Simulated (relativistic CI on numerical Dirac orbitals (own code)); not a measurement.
**d1 to d9 in one octahedral field**

Computed with a parametric ligand-field model without spin-orbit coupling, by exact diagonalisation: B = 680, C = 2650, 10Dq = 12800 cm⁻¹ (Oh; |10Dq|/B = 18.8) for every shell. Energies in cm⁻¹; the field energy is (0.6 n_e − 0.4 n_t2) × 10Dq of the ground term; g labels are left out.

| Shell | Ground term | Electrons in e | Field energy | First spin-allowed bands | Lowest term of other spin |
| --- | --- | --- | --- | --- | --- |
| d1 | 2T2 | 0.000 | -5120 | 2E 12800 |  |
| d2 | 3T1 | 0.041 | -9717 | 3T2 11602, 3T1 20605 | 1T2 9781 |
| d3 | 4A2 | 0.000 | -15360 | 4T2 12800, 4T1 19027 | 2E 12799 |
| d4 | 5E | 1.000 | -7680 | 5T2 12800 | 3T1 3250 |
| d5 | ? | ? | ? | ? | ? |
| d6 | 1A1 | 0.068 | -29855 | 1T1 11332, 1T2 18823 | 5T2 2853 |
| d7 | 4T1 | 2.041 | -9717 | 4T2 11602, 4T1 20605 | 2E 155 |
| d8 | 3A2 | 2.000 | -15360 | 3T2 12800, 3T1 19027 | 1E 10531 |
| d9 | 2E | 3.000 | -7680 | 2T2 12800 |  |

Problem. Fill in the row of d5.

Solution. Ground term: 6A1; Electrons in e: 2.000; Field energy: 0; First spin-allowed bands: none; Lowest term of other spin: 2T2 8640. Low spin: d6; the other shells keep the spin of the free ion. Only d4 to d7 can choose; the field needed to pair spins is smallest for d6 and largest for d5, which loses most exchange energy. In the strong-field picture 10Dq must exceed about 6B + 5C = 17330 (d4), 7.5B + 5C = 18350 (d5), 2.5B + 4C = 12300 (d6) and 4B + 4C = 13320 (d7); mixing of terms shifts these bounds somewhat.
